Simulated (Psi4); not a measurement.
A dimer, CO2 ··· COS (SMILES O=C=O and O=C=S), singlet; the first 3 atoms form monomer A.

```
6

O     -1.1225     0.2913     0.0000
C      0.0000     0.0000     0.0000
O      1.1225    -0.2913     0.0000
O     -0.4613     0.4643     2.4981
C     -1.5802     0.7518     2.4743
S     -3.0929     1.1406     2.4420
```

Question: What interaction energy does SAPT0/jun-cc-pVDZ, frozen core (Psi4) give, and which attractive term is the largest?

Answer: Total 2.79 kcal/mol: electrostatics -7.25, exchange 15.43, induction -1.47, dispersion -3.92. The most attractive term is electrostatics.
